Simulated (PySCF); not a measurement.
# Electronic absorption of C4H14AlBO

Compound: C4H14AlBO.
SMILES: `[AlH3-][O+](CB(C)C)C`

Computed with PySCF, TDDFT CAM-B3LYP/def2-SVPD, vertical, gas phase, core orbitals frozen in the response. Isolated species at its PBE0-D3(BJ)/def2-SVP geometry (one conformer only). Torsions of this conformer, `[CH3:1][B:2]([CH3:3])[CH2:4][O+:5]([CH3:6])[AlH3-:7]`: C1–B2–C4–O5 -175°, B2–C4–O5–C6 -82°.

List the vertical singlet excitations with oscillator strengths and describe the spectrum.

| state | E (eV) | E (kJ/mol) | λ (nm) | f | \|μ\| (D) | main configurations (H = HOMO, L = LUMO) |
| --- | --- | --- | --- | --- | --- | --- |
| S1 | 6.10 | 588 | 203.3 | 0.0034 | 0.38 | H-2→L (49%), H→L (43%) |
| S2 | 6.52 | 629 | 190.2 | 0.011 | 0.66 | H→L+2 (45%), H→L+1 (24%), H→L+3 (11%) |
| S3 | 6.59 | 636 | 188.1 | 0.020 | 0.90 | H→L (44%), H-2→L (39%) |
| S4 | 6.73 | 649 | 184.3 | 0.0040 | 0.39 | H-3→L (87%) |
| S5 | 6.77 | 653 | 183.1 | 0.0089 | 0.59 | H-1→L+2 (45%), H-1→L+1 (18%), H-1→L+3 (17%) |
| S6 | 6.94 | 669 | 178.8 | 0.0012 | 0.21 | H-1→L (84%), H→L (10%) |
| S7 | 7.10 | 685 | 174.7 | 0.071 | 1.62 | H→L+1 (55%), H→L+2 (36%) |
| S8 | 7.36 | 711 | 168.3 | 0.081 | 1.70 | H-1→L+1 (46%), H-1→L+2 (41%) |
| S9 | 7.53 | 726 | 164.7 | 0.031 | 1.05 | H→L+3 (25%), H→L+8 (10%), H-1→L+8 (9%) |
| S10 | 7.72 | 745 | 160.6 | 0.0018 | 0.25 | H-2→L+1 (57%), H→L+4 (12%) |

Triplets (Tamm–Dancoff): T1 5.71 eV, H-2→L (70%), H→L (19%); T2 6.09 eV, H→L+2 (48%), H→L+1 (15%), H→L+3 (12%); T3 6.21 eV, H-3→L (90%); T4 6.27 eV, H-1→L+2 (42%), H-1→L+3 (13%), H-1→L+1 (12%).

The lowest singlet comes at 203 nm (588 kJ/mol) in the ultraviolet; it is very weak; its leading configuration is HOMO-2→LUMO (49%). The most intense listed level is S8 at 7.36 eV (168 nm, f = 0.081), 1.27 eV above S1. Löwdin shares by element: HOMO hydrogen 53% or more, aluminium 34%, oxygen 7%; LUMO boron 41%, carbon 36% or more (atoms not listed hold the other 23%). Orbital energies (eV): HOMO-3 -10.87, HOMO-2 -10.06, HOMO-1 -8.82, HOMO -8.59, LUMO 0.24, LUMO+1 0.56, LUMO+2 1.30. The listed states span 1.62 eV, and the widest gap between neighbours is 0.42 eV (S1 to S2). The oscillator strengths of these states sum to 0.234; summed over the whole spectrum of an exact calculation they would give the number of electrons, 64 (Thomas–Reiche–Kuhn). All these states lie below the vertical ionisation energy of 9.52 eV (ΔSCF). The window holds the lowest 10 singlets.

Time: 4.5 min wall; peak memory 1.3 GiB. Hardware: one thread, Arm Neoverse V1 (aarch64), on a shared host.
